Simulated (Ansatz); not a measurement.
Basis sets compared for `FC(F)(F)c1ccc(-c2ccc(-c3ccc(-c4ccc(C(F)(F)F)nc4)nc3)nc2)nc1`. Total charge 0; singlet. Geometry PBE-D4/def2-SVP. Ansatz on 2 threads of AMD EPYC 7R13 on a shared host and a share (18 GiB) of an NVIDIA H100 80GB HBM3; times are rough, and most runs start from earlier orbitals.

```xyz
44

F    -0.967    9.616   -1.912
C    -0.739    8.651   -2.835
F     0.378    9.007   -3.517
F    -1.767    8.666   -3.714
C    -0.578    7.298   -2.190
C    -0.011    7.168   -0.912
C     0.163    5.890   -0.378
C    -0.231    4.762   -1.136
C    -0.071    3.376   -0.637
C     0.532    3.052    0.596
C     0.637    1.717    0.988
C     0.136    0.703    0.139
C     0.208   -0.735    0.488
C     0.792   -1.227    1.673
C     0.811   -2.600    1.920
C     0.239   -3.482    0.975
C     0.215   -4.954    1.164
C    -0.311   -5.783    0.152
C    -0.330   -7.169    0.334
C     0.182   -7.683    1.537
C     0.200   -9.178    1.816
F    -0.308   -9.880    0.773
F     1.458   -9.619    2.033
F    -0.534   -9.480    2.909
N     0.682   -6.917    2.516
C     0.696   -5.595    2.331
N    -0.317   -3.016   -0.166
C    -0.331   -1.704   -0.396
N    -0.442    1.009   -1.045
C    -0.538    2.285   -1.413
N    -0.785    4.900   -2.362
C    -0.953    6.122   -2.867
H     0.279    8.062   -0.341
H     0.598    5.777    0.624
H     0.927    3.835    1.259
H     1.107    1.471    1.950
H     1.240   -0.546    2.411
H     1.272   -2.979    2.843
H    -0.695   -5.306   -0.761
H    -0.731   -7.842   -0.435
H     1.109   -5.006    3.168
H    -0.790   -1.354   -1.335
H    -1.015    2.501   -2.383
H    -1.417    6.187   -3.866
```

Single mean-field runs in def2-SVP, def2-TZVP are fitted with def2-universal-jkfit.

Binding counts from free atoms (F doublet, C triplet, N quartet, H doublet) in the same basis, without a counterpoise term.

```tsv
level	functions	energy (Eh)	HOMO (eV)	LUMO (eV)	binding per atom (eV)	wall time
PBE-D4/def2-SVP	508	-1660.6775	-5.87	-3.40	5.60	4.4 s
PBE0-D4/def2-SVP	508	-1660.7178	-6.85	-2.77	5.42	4.1 s
```

(1) Estimate the rows for PBE-D4/def2-TZVP, PBE0-D4/def2-TZVP.

Answers

(1) 
```csv
level,functions,energy (Eh),HOMO (eV),LUMO (eV),binding per atom (eV),wall time
PBE-D4/def2-TZVP,1064,-1662.5245,-6.05,-3.50,5.49,7 s
PBE0-D4/def2-TZVP,1064,-1662.5578,-6.84,-2.81,5.32,8.5 s
```
